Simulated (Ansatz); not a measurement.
`B[Si](Cl)(Cl)Cl` + `O[Si](F)(F)F` → `F[Si](F)(F)O[Si](Cl)(Cl)Cl` + BH₃  (cleavage of the Si–B bond)

Gas-phase electronic energies from Ansatz, PBE0-D4/def2-TZVP geometries. CCSD(T)/CBS adds triple-zeta CCSD(T) − MP2 to the extrapolated MP2 energy (def2 sets, frozen cores). This one scheme is used for every species. DFT in def2-TZVPP. One conformer a species, not always the lowest.

`B[Si](Cl)(Cl)Cl`:

```xyz
7

B     0.062   -1.263    0.182
Si   -0.080    0.700   -0.155
Cl    0.558    1.274   -2.007
Cl    1.164    1.517    1.255
Cl   -1.958    1.455    0.108
H     0.917   -1.898   -0.355
H    -0.662   -1.784    0.973
```

`O[Si](F)(F)F`:

Cartesian coordinates in Å:
```
O 0.382 -0.898 -0.819
Si -0.091 0.338 0.088
F 0.891 0.614 1.284
F -1.515 0.111 0.714
F -0.140 1.606 -0.827
H 0.474 -1.771 -0.439
```

`F[Si](F)(F)O[Si](Cl)(Cl)Cl`:

```xyz
9

F    -1.169   -2.241    0.039
Si   -1.396   -0.730   -0.304
F    -2.309   -0.099    0.802
F    -2.129   -0.631   -1.682
O     0.001    0.041   -0.393
Si    1.341    0.711    0.206
Cl    0.859    2.416    1.173
Cl    2.219   -0.579    1.489
Cl    2.583    1.113   -1.330
```

BH₃:

Cartesian coordinates in Å:
```
B 0.000 0.000 0.000
H 0.001 1.179 0.182
H 0.887 -0.672 0.432
H -0.888 -0.508 -0.614
```

```json
{"level": "LDA (SPW92)", "ΔE (kJ/mol)": "-101.7"}
{"level": "B97M-V", "ΔE (kJ/mol)": "-126.6"}
{"level": "CAM-B3LYP-D4", "ΔE (kJ/mol)": "-136.0"}
{"level": "ωB97X-V", "ΔE (kJ/mol)": "-125.9"}
{"level": "BHLYP", "ΔE (kJ/mol)": "-133.6"}
{"level": "LC-ωPBE", "ΔE (kJ/mol)": "-118.3"}
{"level": "RPA@PBE/def2-TZVPP", "ΔE (kJ/mol)": "-129.4"}
{"level": "CCSD(T)/def2-SVP", "ΔE (kJ/mol)": "-121.3"}
```

Q: What does CCSD(T)/CBS give? (Estimate.)

A: Ansatz gave: -128.0 kJ/mol. The listed levels differ from it by 26.3, 1.4, -8.0, 2.1, -5.6, 9.7, -1.4, 6.7 kJ/mol.

Largest T1 diagnostic among the species: 0.011.

From PBE to PBE0 (25 % exact exchange), in def2-TZVPP and without D4, ΔE moves by −11.8 kJ/mol. In def2-TZVPP, CCSD(T) changes the Hartree–Fock value by +18.9 kJ/mol (the triples alone add +2.4 kJ/mol) and MP2 by +13.3 kJ/mol.
